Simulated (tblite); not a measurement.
Species: C₄H₁₂N₂Si₂.
Geometry (GFN2-xTB, Å), atoms numbered from 1 in this order:
```
atom  x, y, z in Å
C1    -0.764   -2.371    1.145
N2    -1.209   -1.319    0.641
Si3   -0.383   -0.072   -0.245
C4     1.458   -0.413   -0.550
Si5    2.522   -0.188    1.001
C6    -1.519    0.631   -1.605
C7    -1.689    1.875   -0.730
N8    -0.722    1.525    0.299
H9    -1.435   -3.020    1.703
H10    0.275   -2.708    1.068
H11    1.848    0.221   -1.344
H12    1.553   -1.440   -0.902
H13    2.614    1.223    1.371
H14    3.870   -0.709    0.739
H15    1.947   -0.941    2.121
H16   -2.447    0.102   -1.782
H17   -1.050    0.844   -2.559
H18   -1.417    2.812   -1.226
H19   -2.706    1.970   -0.339
H20   -0.748    1.988    1.191
```

Method: GFN2-xTB as coded in tblite; computed harmonic values from a numerical Hessian at the method's own geometry, unscaled. The method is semi-empirical: single wavenumbers can be off by several per cent or more. Modes of hydrogen on silicon can be 10 to 20 % off. One conformer, not necessarily the lowest.

Harmonic wavenumbers (cm⁻¹): 51.4, 79.5, 90.0, 99.7, 109.0, 148.7, 162.1, 214.3, 231.3, 307.8, 387.0, 465.5, 488.9, 497.3, 576.1, 684.5, 691.0, 704.2, 755.7, 768.3, 789.7, 796.7, 805.1, 830.0, 906.7, 927.9, 1000.3, 1005.4, 1034.0, 1069.5, 1117.3, 1127.8, 1146.6, 1162.1, 1194.0, 1233.9, 1319.9, 1443.9, 1456.0, 1469.3, 1504.1, 1738.7, 2216.9, 2225.8, 2274.7, 2859.5, 2899.6, 2934.8, 2976.0, 2984.9, 3002.7, 3041.3, 3053.0, 3470.6.

A = 1889, B = 1057, C = 806.7 MHz; mass 144.054 u (most abundant isotopes); point group C1, symmetry number 1.

Task: Zero-point energy?

Result: ½Σν̃ = 33266 cm⁻¹ = 397.94 kJ/mol.

Task: Entropy at 200 K, 1 bar (ideal gas, RRHO, classical rotation)?

Result: Translation 162.54, rotation 119.20, vibration 101.84: S = 383.6 J/(mol K).

Task: And Cp and H(200 K) − H(0)?

Result: Cp = 137.26 J/(mol K), of which vibrations give 104.00 (their classical limit is 54 R = 449.0); H(200 K) − H(0) = 17.69 kJ/mol without the zero-point energy, 11.04 from vibrations.

Task: Blend soft modes into free rotors: weight 1/[1 + (100 cm⁻¹/ν̃)⁴] for the oscillator and the rest for a rotor with moment μB/(μ + B), μ = h/(8π²ν), B = 10⁻⁴⁴ kg m². What vibrational entropy results?

Result: 96.00 J/(mol K) in place of 101.84, which changes −T·S at 200 K by +1.17 kJ/mol.

Task: What must be added to the electronic energy to get the Gibbs energy at 200 K and 1 bar?

Result: ZPE + [H(200 K) − H(0)] − T·S = 397.94 + 17.69 − 76.72 = 338.91 kJ/mol.

Hindered rotation and anharmonicity are outside this model. Other conformers, if any are populated, would add a mixing term that is left out. The structure is chiral; the term R ln 2 for an equal mix with its mirror image is left out.
